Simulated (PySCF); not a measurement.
SMILES O=Cc1ccccc1[SiH3] (GFN2-xTB optimised geometry):

```
17

O     -1.023    -2.838     0.002
C     -1.626    -1.785     0.002
C     -0.969    -0.495     0.000
C     -1.699     0.695    -0.001
C     -1.033     1.903    -0.002
C      0.356     1.919    -0.001
C      1.073     0.734     0.000
C      0.431    -0.495     0.000
Si     1.368    -2.144    -0.001
H     -2.730    -1.773     0.003
H     -2.780     0.661    -0.001
H     -1.586     2.830    -0.003
H      0.879     2.865    -0.001
H      2.153     0.764     0.001
H      1.168    -2.865     1.251
H      2.780    -1.700    -0.002
H      1.164    -2.864    -1.253
```

Calculation: PBE0/def2-SVP (PySCF 2.14.0).

Question: What are the frontier orbital energies and the dipole moment?

Answer: HOMO-2 -7.91 eV, HOMO-1 -7.80 eV, HOMO -7.68 eV, LUMO -2.11 eV, LUMO+1 -0.71 eV; dipole moment 3.65 D.

Meta-Löwdin charges at PBE0/def2-SVP: O1 -0.37, C2 0.26, C3 -0.04, C4 -0.09, C5 -0.10, C6 -0.08, C7 -0.09, C8 -0.18, Si9 0.49, H10 0.07, H11 0.11, H12 0.11, H13 0.11, H14 0.11, H15 -0.09, H16 -0.14, H17 -0.09.
